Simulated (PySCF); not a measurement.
## Hg: excitation energy

Hg [Xe] 4f14 5d10 6s2 (1S) → Hg [Xe] 4f14 5d10 6s1 6p1 (3P), as a difference of total energies. Calculation: PySCF 2.14, in aug-cc-pVDZ-PP with ECP60MDF; a scalar-relativistic core potential. Correlated levels: valence: 5s2 5p6 frozen. The calculations carry no spin-orbit coupling.

```
           method  excitation energy (eV)
              UHF                   3.700
              LDA                   5.621
              PBE                   5.351
             PBE0                   5.048
           r2SCAN                   5.142
        CAM-B3LYP                   5.095
          r2SCAN0                   4.938
          wB97M-V                   4.910
            TPSSh                   5.158
    MP2 (valence)                   5.333
SCS-MP2 (valence)                   5.376
```

Task: How much does correlation contribute at MP2 (valence)?

Result: 5.333 − (3.700) = 1.633 eV, measured against UHF.
